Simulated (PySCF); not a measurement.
Isomers of C4H10OSSi.

All values: CAM-B3LYP/def2-SVPD (PySCF) at GFN2-xTB geometries, gas phase, one conformer each. Core orbitals are frozen in the response; Δα² is half the sum of the squared differences of the principal polarisabilities.

Problem. Rank by HOMO energy, highest first.
A. `[CH3:1][C@H:2]([SH:3])[C:4](=[O:5])[CH2:6][SiH3:7]` with C1–C2–S3–H -63°, C1–C2–C4–O5 25°, C2–C4–C6–Si7 91°
B. `[CH3:1][CH2:2][Si:3]1([OH:4])[CH2:5][S:6][CH2:7]1` with C1–C2–Si3–O4 -59°, C2–Si3–O4–H -178°
C. `[CH2:1]=[CH:2][Si@@H:3]([SH:4])[O:5][CH2:6][CH3:7]` with C1–C2–Si3–S4 61°, C2–Si3–S4–H 55°, C2–Si3–O5–C6 -170°, Si3–O5–C6–C7 156°

Solution. B (-7.60 eV), A (-8.43 eV), C (-8.64 eV).

Problem. Rank by HOMO–LUMO gap, highest first.
A. `[CH2:1]=[CH:2][Si@@H:3]([SH:4])[O:5][CH2:6][CH3:7]` with C1–C2–Si3–S4 61°, C2–Si3–S4–H 55°, C2–Si3–O5–C6 -170°, Si3–O5–C6–C7 156°
B. `[CH3:1][C@H:2]([SH:3])[C:4](=[O:5])[CH2:6][SiH3:7]` with C1–C2–S3–H -63°, C1–C2–C4–O5 25°, C2–C4–C6–Si7 91°
C. `[CH2:1]=[C:2]([CH3:3])[Si@:4]([CH3:5])([OH:6])[SH:7]` with C1–C2–Si4–C5 109°, C2–Si4–O6–H -56°, C2–Si4–S7–H 172°
D. `[CH3:1][CH2:2][Si:3]1([OH:4])[CH2:5][S:6][CH2:7]1` with C1–C2–Si3–O4 -59°, C2–Si3–O4–H -178°

Solution. C (9.27 eV), A (9.06 eV), B (8.52 eV), D (8.33 eV).

Problem. Rank by dipole moment, highest first.
A. `[CH2:1]=[CH:2][Si@@H:3]([SH:4])[O:5][CH2:6][CH3:7]` with C1–C2–Si3–S4 61°, C2–Si3–S4–H 55°, C2–Si3–O5–C6 -170°, Si3–O5–C6–C7 156°
B. `[CH3:1][CH2:2][Si:3]1([OH:4])[CH2:5][S:6][CH2:7]1` with C1–C2–Si3–O4 -59°, C2–Si3–O4–H -178°
C. `[CH3:1][C@H:2]([SH:3])[C:4](=[O:5])[CH2:6][SiH3:7]` with C1–C2–S3–H -63°, C1–C2–C4–O5 25°, C2–C4–C6–Si7 91°

Solution. C (2.14 D), B (1.53 D), A (1.22 D).

All values together:

```json
{"SMILES": "CC[Si]1(O)CSC1", "μ (D)": "1.53", "HOMO (eV)": "-7.60", "LUMO (eV)": "0.73", "α (Å³)": "13.84", "Δα (Å³)": "3.94"}
{"SMILES": "C[C@H](S)C(=O)C[SiH3]", "μ (D)": "2.14", "HOMO (eV)": "-8.43", "LUMO (eV)": "0.09", "α (Å³)": "14.57", "Δα (Å³)": "3.56"}
{"SMILES": "C=C[Si@@H](S)OCC", "μ (D)": "1.22", "HOMO (eV)": "-8.64", "LUMO (eV)": "0.42", "α (Å³)": "14.64", "Δα (Å³)": "4.36"}
{"SMILES": "CO[C@@H]1[C@H](C)[Si@@H]1S", "μ (D)": "2.25", "HOMO (eV)": "-7.70", "LUMO (eV)": "0.73", "α (Å³)": "14.77", "Δα (Å³)": "3.83"}
{"SMILES": "C=C(C)[Si@](C)(O)S", "μ (D)": "1.13", "HOMO (eV)": "-8.54", "LUMO (eV)": "0.72", "α (Å³)": "14.59", "Δα (Å³)": "3.14"}
```

Conformers: `[CH3:1][CH2:2][Si:3]1([OH:4])[CH2:5][S:6][CH2:7]1` with C1–C2–Si3–O4 -59°, C2–Si3–O4–H -178°; `[CH3:1][C@H:2]([SH:3])[C:4](=[O:5])[CH2:6][SiH3:7]` with C1–C2–S3–H -63°, C1–C2–C4–O5 25°, C2–C4–C6–Si7 91°; `[CH2:1]=[CH:2][Si@@H:3]([SH:4])[O:5][CH2:6][CH3:7]` with C1–C2–Si3–S4 61°, C2–Si3–S4–H 55°, C2–Si3–O5–C6 -170°, Si3–O5–C6–C7 156°; `[CH3:1][O:2][C@@H:3]1[C@H:4]([CH3:5])[Si@@H:6]1[SH:7]` with C1–O2–C3–C4 -89°, C4–Si6–S7–H -62°; `[CH2:1]=[C:2]([CH3:3])[Si@:4]([CH3:5])([OH:6])[SH:7]` with C1–C2–Si4–C5 109°, C2–Si4–O6–H -56°, C2–Si4–S7–H 172°.
